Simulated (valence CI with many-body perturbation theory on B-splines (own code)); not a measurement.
# How close is CI+MBPT for Xe⁴⁺?

Calculated by valence CI with perturbative core correlation (CI+MBPT): four valence electrons over a frozen Dirac-Fock core [Kr] 4d10, radial functions for each j: 11 s, 11 p, 9 d, 7 f, 5 g, 2 h, 1 i, with the one-electron correlation potential Σ1 (screened to all orders), the two-electron term Σ2, the three-electron term Σ3, Breit, model QED; selected single and double excitations, second order for the rest, scaled by the run's own slope (own B-spline code, finite nucleus).

Set against measurement, 45 paired levels are off by 319 cm⁻¹ on average, the worst by 643. These come from a selection out of Saloman, J. Phys. Chem. Ref. Data 33, 765 (2004). Levels without a partner in it may be off by more. 7 measured levels below the end of the list, from 169673 cm⁻¹ on, found no clear computed partner, and computed levels of the same name lie up to 2907 cm⁻¹ from them.

Measured levels: Saloman, J. Phys. Chem. Ref. Data 33, 765 (2004). Pairs share parity and J, and are chosen by configuration, term and nearness in energy; levels without a clear partner are left out. Energies in cm⁻¹ above the measured ground level. The last column is blank where CI alone has no clear partner.

Names give the largest LS component (configuration and term), which can be under half, so a name can repeat, a term be missing and a line seem to break the LS rules; names also repeat where a configuration has a term twice. Letters in brackets count levels of one name in rising energy.

| Computed label | Label in the source | Measured | Computed | Difference | CI alone, difference |
| --- | --- | --- | --- | --- | --- |
| 5s²5p² ³P_0 | 5s2 5p2 3P | 0 | 0.0 | 0 | 0 |
| 5s²5p² ³P_1 | 5s2 5p2 3P | 9291.8 | 9283.8 | -8 | -652 |
| 5s²5p² ³P_2 | 5s2 5p2 3P | 14126.7 | 14135.0 | +8 | -650 |
| 5s²5p² ¹D_2 | 5s2 5p2 1D | 28411.2 | 28432.7 | +22 | -1125 |
| 5s²5p² ¹S_0 | 5s2 5p2 1S | 44470.4 | 44527.5 | +57 | -728 |
| 5s5p³ ⁵S°_2 | 5s 5p3 5S° | 92182.8 | 91847.3 | -336 | -6973 |
| 5s5p³ ³D°_1 | 5s 5p3 3D° | 115286.3 | 115107.4 | -179 | -5038 |
| 5s5p³ ³D°_2 | 5s 5p3 3D° | 116097 | 115902.3 | -195 | -5265 |
| 5s5p³ ³D°_3 | 5s 5p3 3D° | 119919 | 119727.9 | -191 | -5535 |
| 5s5p³ ³P°_0 | 5s 5p3 3P° | 133408.1 | 133246.8 | -161 | -4648 |
| 5s5p³ ³P°_1 | 5s 5p3 3P° | 134575.2 | 134440.7 | -135 | -4608 |
| 5s5p³ ³P°_2 | 5s 5p3 3P° | 134702.7 | 134603.9 | -99 | -4625 |
| 5s²5p5d ¹D°_2 | 5s 5p3 1D° | 145807 | 145757.5 | -49 | -4788 |
| 5s5p³ ³S°_1 | 5s 5p3 3S° | 155518.1 | 156160.3 | +642 | +4888 |
| 5s²5p5d ³F°_2 | 5s2 5p(2P°) 5d 3F° | 156506.8 | 156589.3 | +83 | -4378 |
| 5s²5p5d ³F°_3 | 5s2 5p(2P°) 5d 3F° | 160630.4 | 160721.6 | +91 | -4650 |
| 5s²5p5d ³F°_4 | 5s2 5p(2P°) 5d 3F° | 169799.4 | 169854.4 | +55 | -5426 |
| 5s²5p5d ³P°_2 [a] | 5s2 5p(2P°) 5d 3P° | 170987.6 | 171416.6 | +429 | +154 |
| 5s²5p5d ³D°_1 | 5s2 5p(2P°) 5d 3D° | 173071.7 | 173539.4 | +468 | +1489 |
| 5s²5p5d ³D°_2 | 5s2 5p(2P°) 5d 3D° | 181004.3 | 181470.9 | +467 | +673 |
| 5s²5p5d ³D°_3 | 5s2 5p(2P°) 5d 3D° | 182167.2 | 182621.2 | +454 | -527 |
| 5s²5p5d ³P°_0 | 5s2 5p(2P°) 5d 3P° | 183025.2 | 183301.3 | +276 | -1779 |
| 5s²5p5d ³P°_1 | 5s2 5p(2P°) 5d 3P° | 184147.6 | 184480.7 | +333 | -1264 |
| 4f5s²5p ³G_3 [a] | 5s2 5p(2P°) 4f 3G | 186746.7 | 187148.0 | +401 | +7148 |
| 4f5s²5p ³F_3 | 5s2 5p(2P°) 4f 3F | 189663.8 | 190078.0 | +414 | +7115 |
| 4f5s²5p ³G_4 | 5s2 5p(2P°) 4f 3F | 190644.7 | 191087.3 | +443 | +6992 |
| 4f5s²5p ³F_2 | 5s2 5p(2P°) 4f 3F | 191603.5 | 192009.0 | +405 | +7227 |
| 5s²5p6s ³P°_0 | 5s2 5p(2P°) 6s 3P° | 194033.1 | 194471.1 | +438 | -3399 |
| 5s²5p5d ¹F°_3 | 5s2 5p(2P°) 5d 1F° | 194138 | 194630.4 | +492 | -894 |
| 5s²5p6s ³P°_1 | 5s2 5p(2P°) 6s 3P° | 194232.9 | 194681.1 | +448 | -2975 |
| 5s²5p5d ¹P°_1 | 5s2 5p(2P°) 5d 1P° | 199959 | 200457.7 | +499 | -466 |
| 4f5s²5p ³G_3 [b] | 5s2 5p(2P°) 4f 1F | 200010.2 | 200411.8 | +402 | +6523 |
| 4f5s²5p ³F_4 | 5s2 5p(2P°) 4f 3G | 201545.2 | 201965.5 | +420 | +6411 |
| 4f5s²5p ³G_5 | 5s2 5p(2P°) 4f 3G | 202281.8 | 202733.6 | +452 | +6151 |
| 4f5s²5p ³D_3 | 5s2 5p(2P°) 4f 3D | 205758.8 | 206230.9 | +472 | +7040 |
| 4f5s²5p ³D_2 | 5s2 5p(2P°) 4f 3D | 207366.7 | 207843.4 | +477 | +7230 |
| 5s²5p6s ³P°_2 | 5s2 5p(2P°) 6s 3P° | 209068.9 | 209518.2 | +449 | -4127 |
| 4f5s²5p ³D_1 | 5s2 5p(2P°) 4f 3D | 209310.7 | 209798.7 | +488 | +7339 |
| 5s²5p6s ¹P°_1 | 5s2 5p(2P°) 6s 1P° | 213040.2 | 213509.2 | +469 | -3592 |
| 4f5s²5p ¹G_4 | 5s2 5p(2P°) 4f 1G | 214317.7 | 214960.4 | +643 | +6820 |
| 4f5s²5p ¹D_2 | 5s2 5p(2P°) 4f 1D | 216745.6 | 217381.6 | +636 |  |
| 5s²5p6p ³D_1 | 5s2 5p(2P°) 6p 3D | 228064.9 | 228207.6 | +143 | -4226 |
| 5s²5p6p ³P_0 | 5s2 5p(2P°) 6p 3P | 233999.3 | 233528.4 | -471 | -4863 |
| 5s²5p6p ³P_1 [a] | 5s2 5p(2P°) 6p 3P | 234455.6 | 234593.8 | +138 | -4408 |
| 5s²5p6p ³D_2 | 5s2 5p(2P°) 6p 3D | 235178.9 | 235336.0 | +157 | -4196 |
| 5s²5p6p ¹S_0 | 5s2 5p(2P°) 6p 1S | 259642.3 | 259923.5 | +281 | -4285 |

Over 45 excited levels the mean absolute difference is 319 cm⁻¹, the median 402 and the largest 643. For the 44 levels that pair on every rung the mean is CI alone 4166, + Σ1 4083, + Σ2 737, + Σ3 704, + Breit 292, + QED 312. The comparison draws on a selection of the measured levels: 46 of the 69 computed ones have a partner in it, and others may be off by more.

These 7 measured levels below the end of the computed list are not counted above. Beside each stands the unpaired computed level of its name, or else the nearest of its J and parity; the gap is either an error of the method or a doubtful assignment.

```tsv
Label in the source	J	Measured	Unpaired level	Computed
5s 5p3 1P°	1	169673	5s5p³ ¹P°_1	170097
5s2 5p(2P°) 5d 1D°	2	185795	5s²5p5d ³P°_2 [b]	186218
5s2 5p(2P°) 6p 1P	1	243216	5p⁴ ³P_1	243074
5s2 5p(2P°) 6p 3P	2	244821	5s²5p6p ³P_2	246369
5s2 5p(2P°) 6p 3D	3	246208	5s²5p6p ³D_3	248356
5s2 5p(2P°) 6p 3S	1	247810	5s²5p6p ³S_1	250718
5s2 5p(2P°) 6p 1D	2	250557	5s²5p6p ¹D_2	252933
```
